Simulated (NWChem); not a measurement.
All runs are NWChem calculations. System: H₃FPbSi, charge 0, spin multiplicity 1, at a geometry optimised with PBE0/def2-SVP with def2 effective core potentials on Pb. The structure started from a generated list of species. Level: G0W0@PBE/def2-TZVPD with def2 effective core potentials on Pb, RI basis def2-tzvpd-rifit, no spin-orbit coupling.

Output (cleaned and shortened):

```
             Northwest Computational Chemistry Package (NWChem) 7.3.0
             --------------------------------------------------------

                                NWChem Input Module
                                -------------------

 Scaling coordinates for geometry "geometry" by  1.889725989
 (inverse scale =  0.529177249)

 Turning off AUTOSYM since
 SYMMETRY directive was detected!

                             Geometry "geometry" -> ""
                             -------------------------

 Output coordinates in angstroms (scale by  1.889725989 to convert to a.u.)

  No.       Tag          Charge          X              Y              Z
 ---- ---------------- ---------- -------------- -------------- --------------
    1 Pb                  82.0000    -0.25049200    -0.41289200     0.00000000
    2 F                    9.0000    -1.51611400     1.22076200     0.00000000
    3 Si                  14.0000     1.93715800     1.28197000     0.00000000
    4 H                    1.0000     1.89873100     2.16896500     1.20920800
    5 H                    1.0000     1.89873100     2.16896500    -1.20920800
    6 H                    1.0000     3.26770500     0.58478200     0.00000000

 Effective nuclear repulsion energy (a.u.)     482.9729807498

            Nuclear Dipole moment (a.u.)
            ----------------------------
        X                 Y               Z
 ---------------- ---------------- ----------------
     0.0000170075     0.0000113384     0.0000000000

      Symmetry information
      --------------------

 Group name             Cs
 Group number              2
 Group order               2
 No. of unique centers     5

      Symmetry unique atoms

     1    2    3    4    6


 Summary of "ao basis" -> "" (spherical)
 ------------------------------------------------------------------------------
       Tag                 Description            Shells   Functions and Types
 ---------------- ------------------------------  ------  ---------------------
 *                         def2-tzvpd                 on all atoms

 Summary of "ri basis" -> "" (spherical)
 ------------------------------------------------------------------------------
       Tag                 Description            Shells   Functions and Types
 ---------------- ------------------------------  ------  ---------------------
 *                      def2-tzvpd-rifit              on all atoms

  pbe96 is a nonlocal functional; adding pw91lda local functional.
[...]
     7      1.173024  1 Pb s                102     -1.133015  3 Si s
   101      0.971154  3 Si s                  5     -0.370423  1 Pb s
   160     -0.322597  6 H  s                  6     -0.298128  1 Pb s
   115      0.290263  3 Si px                38      0.247274  1 Pb d -2
   100      0.242169  3 Si s                  3      0.220691  1 Pb s

 center of mass
 --------------
 x =  -0.14345727 y =  -0.16007456 z =   0.00000000

 moments of inertia (a.u.)
 ------------------
         430.921137537613        -229.951371613641           0.000000000000
        -229.951371613641         647.055342241820           0.000000000000
           0.000000000000           0.000000000000        1056.926832951346

     Multipole analysis of the density
     ---------------------------------

     L   x y z        total         alpha         beta         nuclear
     -   - - -        -----         -----         ----         -------
     0   0 0 0     -0.000000    -24.000000    -24.000000     48.000000

     1   1 0 0      0.316775    -14.042458    -14.042458     28.401692
     1   0 1 0     -1.396044    -24.105610    -24.105610     46.815176
     1   0 0 1      0.000000      0.000000      0.000000      0.000000

     2   2 0 0    -41.447350   -185.871513   -185.871513    330.295676
     2   1 1 0      0.813669    -54.110464    -54.110464    109.034597
     2   1 0 1      0.000000      0.000000      0.000000      0.000000
     2   0 2 0    -38.706517   -108.490491   -108.490491    178.274465
     2   0 1 1     -0.000000     -0.000000     -0.000000      0.000000
     2   0 0 2    -33.111761    -21.777434    -21.777434     10.443106

 Task  times  cpu:       93.7s     wall:       93.7s

                                NWChem Input Module
                                -------------------

                                 NWChem GW Module
                                 ----------------

                             ***********************
                             ***        GW       ***
                             ***********************

 Summary of "ri basis" -> "ri basis" (spherical)
 ------------------------------------------------------------------------------
       Tag                 Description            Shells   Functions and Types
 ---------------- ------------------------------  ------  ---------------------
 Pb                     def2-tzvpd-rifit            42      200   10s9p9d7f4g3h
 F                      def2-tzvpd-rifit            26       92   9s7p5d4f1g
 Si                     def2-tzvpd-rifit            33      129   10s8p7d6f2g
 H                      def2-tzvpd-rifit            10       24   5s3p2d

                 Memory Information
                 ------------------
          Available GA per process is          1699.8 MBs
          Available stack per process is        700.0 MBs
          Available heap per process is           0.0 MBs

          Peak memory in Initialization
              Peak GA per process is                 18.3 MBs
              Peak stack per process is               0.3 MBs
              Peak heap per process is               19.0 MBs
              Memory not in MA per process            0.0 MBs

          Peak memory in CDGW Calculation
              Peak GA per process is                 22.2 MBs
              Peak stack per process is               3.7 MBs
              Peak heap per process is                3.8 MBs
              Memory not in MA per process            0.0 MBs

          Computing 2-center integrals
          Computing Inverse Cholesky factor
          Computing 3-center integrals
          Computing Vxc

          Computing Sigma_x
          Computing W(iw) on the imaginary grid
          Solving quasiparticle equations

                  Alpha Orbitals
          State     Energy (eV)     Error (eV)
          -----------------------------------
@GW        21        -10.263           0.003
@GW        22        -10.798           0.002
@GW        23        -10.265           0.003
@GW        24         -7.997           0.002
@GW        25         -1.423           0.002
@GW        26          0.380           0.002

     GW Timing Statistics
   ------------------------
   Init.   :          0.3s
     ERIs  :          6.7s
     Distr.:          0.1s
     Vxc   :          1.1s
   Vmo     :          0.0s
   iW      :          7.8s
   I_n     :          0.0s
   R_n     :          3.7s
   GW total:         19.7s

 Task  times  cpu:       19.7s     wall:       19.7s

 Total times  cpu:      113.5s     wall:      113.5s
```

**Question.** Write an NWChem input that would produce this output.

**Answer.** Several could match; the one computed here: 
```
start mol
memory heap 200 mb stack 700 mb global 1700 mb
geometry units angstroms nocenter noautoz
  Pb    -0.250492    -0.412892     0.000000
  F     -1.516114     1.220762     0.000000
  Si     1.937158     1.281970     0.000000
  H      1.898731     2.168965     1.209208
  H      1.898731     2.168965    -1.209208
  H      3.267705     0.584782     0.000000
  symmetry group Cs
end
basis spherical
  * library def2-tzvpd
end
ecp
  Pb library def2-ecp
end
basis "ri basis" bse spherical
  * library def2-tzvpd-rifit
end
dft
  xc xpbe96 cpbe96
  iterations 100
  direct
  tolerances tight
end
task dft energy
gw
  method cdgw
  states alpha occ 4 vir 2
end
task dft gw
```
